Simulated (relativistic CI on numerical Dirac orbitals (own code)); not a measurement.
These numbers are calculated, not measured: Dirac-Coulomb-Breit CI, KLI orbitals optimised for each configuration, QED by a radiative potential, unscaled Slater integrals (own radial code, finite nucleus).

The strongest absorption lines from the ground level of an ion, among the configurations computed and to levels below about 16000 eV (vacuum wavelength in nm, gf): 0.07787 (0.098), 0.07890 (0.063), 0.09106 (8.8e-05), 0.10101 (0.34), 0.10406 (0.00052), 0.10532 (0.27), 0.63640 (0.28), 5.7320 (0.0086).

Question: Which ion is it?
A. Os⁷⁴⁺
B. Gd⁶⁰⁺
C. Pb⁷⁸⁺
D. Os⁷²⁺

Answer: D. Os⁷²⁺ has 4 electrons and the ground level 2s² ¹S0; the strongest line goes to 2s3p ¹P°1. The pattern of lines fixes the number of electrons, and along that sequence the line energies rise steadily with the charge (about as its square where n changes within one kind of shell, about linearly where n is kept but much faster in heavy ions where fine structure, which grows about as Z⁴, sets the gap, and irregularly where shells cross), which fixes Z. Configurations outside the model, such as inner-shell arrays, can give stronger lines. At this charge energies of transitions that change n are usually good to better than 1 %, and those within a shell (Δn = 0) to a few per cent.

LS names give the leading component of a level, which can be under half, so a name can repeat, a term be missing and a line seem to break the LS rules.
